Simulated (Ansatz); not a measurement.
One geometry of GaH$_{8}$NSi$_{2}$ (`[SiH3]N[SiH2][GaH2]`), several functionals.

```yaml
crystal:
  periodic: [false, false, false]
  atoms:
    - {symbol: Si, position_ang: [-0.730468, 1.332983, -0.603032]}
    - {symbol: N, position_ang: [0.128517, 1.028985, 0.839788]}
    - {symbol: Si, position_ang: [0.833808, -0.535783, 1.193058]}
    - {symbol: Ga, position_ang: [0.108185, -1.771956, -0.756615]}
    - {symbol: H, position_ang: [-0.822997, -0.003086, -1.316712]}
    - {symbol: H, position_ang: [-2.129074, 1.792315, -0.400900]}
    - {symbol: H, position_ang: [-0.061952, 2.255807, -1.557047]}
    - {symbol: H, position_ang: [0.250668, 1.785290, 1.498477]}
    - {symbol: H, position_ang: [0.325939, -1.033577, 2.505971]}
    - {symbol: H, position_ang: [2.311999, -0.407123, 1.362767]}
    - {symbol: H, position_ang: [1.017519, -1.850199, -2.037161]}
    - {symbol: H, position_ang: [-1.232144, -2.593646, -0.728584]}
basis:
  gaussian: {orbitals: def2-TZVPP}
hamiltonian: {xc: lda}
output: {orbitals: {seedname: orbitals}}
```

```sh
$ ansatz run in.yaml --threads 4 --pin off --events-out ev --progress --plain --max-ram 10444MiB
```

Output, abridged:

```
Functional definition: SPW92
1571 factors; their error is unknown
mean field evaluation 1: about -69584.2277 eV, gradient 8.3e1 eV
mean field evaluation 2: about -69502.2825 eV, gradient 1.7e2 eV
mean field evaluation 4: about -69595.9046 eV, gradient 1.1e1 eV
mean field evaluation 8: about -69596.0774 eV, gradient 1.4e-1 eV
mean field evaluation 16: about -69596.0327 eV, gradient 1.1e-4 eV
mean field -69596.03272093 eV, -2557.6070286090 hartree, gradient 4.2e-5 eV, S^2 0.000000; 0 other end points of the search recorded, 0 dependent functions left out
reference -69596.03277033 eV, -2557.6070304243 hartree; 37, 37 occupied and 238, 238 virtual orbitals, 1571 factors
Total energy: -69596.03277033 eV, -2557.6070304243 hartree
```

Run time 2 s (4 threads of an Arm Neoverse V1 on a shared host); peak host memory 0.42 GiB.

Changing it to `hamiltonian: {xc: {name: LC-wPBE}}` (abridged; 4.2 s):

```
Functional definition: LC-wPBE
mean field evaluation 16: about -69743.0193 eV, gradient 4.9e-6 eV
mean field -69743.01929949 eV, -2563.0086857397 hartree, gradient 4.9e-6 eV, S^2 0.000000
Total energy: -69743.01929950 eV, -2563.0086857401 hartree
```

Changing it to `hamiltonian: {xc: {name: BLYP}, dispersion: d4}` (abridged; 3.4 s):

```
Functional definition: BLYP
mean field evaluation 16: about -69756.2427 eV, gradient 1.3e-4 eV
mean field -69756.24267369 eV, -2563.4946357788 hartree, gradient 3.4e-5 eV, S^2 0.000000
Total energy: -69756.94095169 eV, -2563.5202970216 hartree
```

The same input with `hamiltonian: {xc: {name: B3LYP}, dispersion: d4}` and forces (abridged; 8.5 s):

```
Functional definition: B3LYP
mean field evaluation 16: about -69758.3086 eV, gradient 1.1e-5 eV
mean field -69758.30858728 eV, -2563.5705567026 hartree, gradient 1.1e-5 eV, S^2 0.000000
Total energy: -69758.84029619 eV, -2563.5900966447 hartree
Atom 0 force    -0.153757     0.105738    -0.206171 eV/Å
Atom 1 force    -0.002801     0.043632     0.016818 eV/Å
Atom 2 force     0.150553    -0.103480     0.207477 eV/Å
Atom 3 force     0.005364    -0.117872    -0.046516 eV/Å
Atom 4 force     0.004217     0.138510     0.062339 eV/Å
Atom 5 force     0.092158    -0.024250    -0.012930 eV/Å
Atom 6 force    -0.044164    -0.055636     0.063328 eV/Å
Atom 7 force    -0.000510     0.002453     0.002419 eV/Å
Atom 8 force     0.031669     0.027792    -0.076693 eV/Å
Atom 9 force    -0.085783    -0.008806    -0.008196 eV/Å
Atom 10 force    -0.011436    -0.007693     0.006502 eV/Å
Atom 11 force     0.014491    -0.000389    -0.008378 eV/Å
Dipole moment:    -0.033919     0.395234     0.159612 e Å
```

Changing it to `hamiltonian: {xc: r2scan, dispersion: d4}` and forces (abridged; 8 s):

```
Functional definition: r2SCAN
mean field evaluation 16: about -69752.9132 eV, gradient 1.3e-4 eV
mean field -69752.91317370 eV, -2563.3722789107 hartree, gradient 5.0e-5 eV, S^2 0.000000
Total energy: -69752.99085871 eV, -2563.3751337824 hartree
Atom 0 force    -0.038170     0.032430    -0.049376 eV/Å
Atom 1 force    -0.014592    -0.009877    -0.025120 eV/Å
Atom 2 force     0.026340    -0.080144     0.000087 eV/Å
Atom 3 force    -0.039145     0.020985    -0.049193 eV/Å
Atom 4 force     0.024395    -0.023711     0.023784 eV/Å
Atom 5 force     0.021844    -0.004205    -0.009305 eV/Å
Atom 6 force    -0.015137    -0.012859     0.009857 eV/Å
Atom 7 force     0.007627     0.030474     0.031302 eV/Å
Atom 8 force     0.012549     0.004604    -0.013702 eV/Å
Atom 9 force    -0.016862    -0.005332     0.004257 eV/Å
Atom 10 force    -0.074061    -0.005302     0.090481 eV/Å
Atom 11 force     0.105212     0.052937    -0.013072 eV/Å
Dipole moment:    -0.037111     0.408315     0.162285 e Å
```

Changing it to `hamiltonian: {xc: {name: CAM-B3LYP}, dispersion: d4}` (abridged; 6.5 s):

```
Functional definition: CAM-B3LYP
mean field -69758.37629761 eV, -2563.5730450114 hartree, gradient 4.0e-5 eV, S^2 0.000000
Total energy: -69758.66572257 eV, -2563.5836811827 hartree
```

B3LYP takes the VWN-RPA correlation (the form of Gaussian; ORCA's B3LYP/G).
